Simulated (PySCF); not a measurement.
CH7BOSi, SMILES B([SiH3])(C)O, singlet, B3LYP/def2-SVP optimised geometry.

```
11

B     -0.35    -0.30     0.00
C     -1.19     1.04     0.00
H     -0.90     1.67     0.86
H     -2.28     0.90     0.03
H     -0.95     1.64    -0.90
O     -0.95    -1.52     0.00
H     -1.92    -1.48     0.01
Si     1.69    -0.30     0.00
H      2.28    -1.67    -0.13
H      2.22     0.30     1.27
H      2.23     0.54    -1.12
```

Density from B3LYP/def2-TZVP in PySCF at that geometry.

Minimum of the electron density along straight lines between bonded atoms, close to the bond critical point (lines longer than 1.1 times the sum of covalent radii, or with two minima, are not listed):

```
bond     length / Å  ρ at the minimum / e bohr⁻³  ∇²ρ there / e bohr⁻⁵  position (fraction from the first atom)
-------  ----------  ---------------------------  --------------------  ---------------------------------------
B1–C2         1.580                        0.187                 -0.35                                     0.33
C2–H3         1.105                        0.265                 -0.86                                     0.64
C2–H4         1.105                        0.265                 -0.86                                     0.63
C2–H5         1.105                        0.264                 -0.86                                     0.64
B1–O6         1.357                        0.210                  0.98                                     0.33
O6–H7         0.969                        0.354                 -2.36                                     0.80
B1–Si8        2.048                        0.111                 -0.09                                     0.61
Si8–H9        1.495                        0.118                  0.15                                     0.49
Si8–H10       1.500                        0.116                  0.15                                     0.49
Si8–H11       1.499                        0.116                  0.15                                     0.49
```
